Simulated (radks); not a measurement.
Polarisability of the magnesium ion Mg3+, [He] 2s2 2p5, at imaginary frequency. Method: scalar-relativistic Kohn-Sham, exchange-only LDA, spin-unpolarised, spherical densities, finite nucleus; Fermi nuclear charge, rms radius 3.057 fm; computed with a radial shooting solver on a logarithmic mesh with Libxc functionals. Response by self-consistent Sternheimer equations with the Hartree and adiabatic exchange-only LDA kernel, the relativistic mass of each level held fixed and spin-orbit coupling left out.

w (hartree),alpha1(iw) (bohr^3)
0.00266,0.3659
0.0143,0.3659
0.0360,0.3658
0.0697,0.3656
0.118,0.3651
0.186,0.3640
0.280,0.3616
0.413,0.3570
0.605,0.3479
0.892,0.3312
1.35,0.3015
2.12,0.2515
3.59,0.1748
6.94,0.08411
17.5,0.01997

Static values: alpha1 = 0.3659 bohr^3 (0.05422 angstrom^3; uncoupled 0.4337). C6 = 0.3420, triple-dipole C9 = 0.08843 atomic units. One-pole (London) frequency 4 C6 / (3 alpha1^2) = 3.406 hartree, against 3.465 for minus the highest occupied eigenvalue.
